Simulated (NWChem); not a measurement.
Molecule: C2H5BO2; SMILES C=CB(O)O

```xyz
10

B     -0.0092    -0.5072     0.0007
C     -0.6609     0.9143     0.0023
C      0.0586     2.0445    -0.0017
H     -1.7504     1.0095     0.0064
H     -0.3972     3.0334    -0.0009
H      1.1460     2.0157    -0.0059
O      1.3542    -0.6211     0.0007
H      1.6175    -1.5540    -0.0010
O     -0.7458    -1.6707    -0.0010
H     -1.6979    -1.5036    -0.0012
```
Atoms are numbered in this order, from 1.

Computed with NWChem. Coordinates come from a B3LYP/6-31G* (spherical d) optimisation. GIAO values for the isolated, static molecule; σ is the absolute isotropic shielding, δ = σ(reference) − σ with the isolated reference molecule computed at the same levels (13C: tetramethylsilane, 1H: tetramethylsilane, 17O: water).

For level KT2/pcSseg-1:

```yaml
"δ C2 (ppm)": 126.7
"δ C3 (ppm)": 137.5
"δ H4 (ppm)": 5.46
"δ H5 (ppm)": 6.13
"δ O7 (ppm)": 105.2
"δ O9 (ppm)": 125.0
"δ H10 (ppm)": 3.71
```

Q: Estimate the same quantities for level BHandHLYP/pcSseg-1.

A: The δ C2 (ppm) is 137.0, the δ C3 (ppm) comes out as 152.0 and the δ H4 (ppm) is 5.58. The δ H5 (ppm) comes out as 6.38 and the δ O7 (ppm) is 98.8. The δ O9 (ppm) is 112.9 and the δ H10 (ppm) is 3.82.
